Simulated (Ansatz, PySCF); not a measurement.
Isomers of C3H4: 1 is CC#C, 2 is C1=CC1; one conformer of each (the lowest of an xTB search), B3LYP-D3(BJ)/def2-TZVP minima.
Isomer 1 (charge 0, multiplicity 1):
```xyz
7

C      1.697    -0.134     0.014
C      0.502    -0.039    -0.018
C     -0.947     0.075    -0.057
H      2.755    -0.217     0.042
H     -1.401    -0.434     0.796
H     -1.349    -0.372    -0.969
H     -1.257     1.121    -0.030
```
Isomer 2 (charge 0, multiplicity 1):
```xyz
7

C      0.770    -0.422    -0.035
C      0.364     0.799    -0.027
C     -0.722    -0.240     0.039
H      1.577    -1.131    -0.069
H      0.584     1.851    -0.049
H     -1.333    -0.438    -0.840
H     -1.240    -0.419     0.980
```

No zero-point or thermal terms.

Rows in 6-31G* carry no dispersion term and start afresh at each structure (6-31G* with six Cartesian d functions).

Programs: Ansatz (a program for electronic structure); PySCF for 6-31G* rows, the dispersion terms. 

Task: One of these levels gives 19.10 kcal/mol for the electronic energy of isomer 2 less that of isomer 1. Which?
A. HF/6-31G*
B. SVWN5/def2-TZVPP
C. revPBE-D4/def2-TZVPP

Result: C, revPBE-D4/def2-TZVPP. The others give 25.77 (HF/6-31G*), 16.92 (SVWN5/def2-TZVPP)
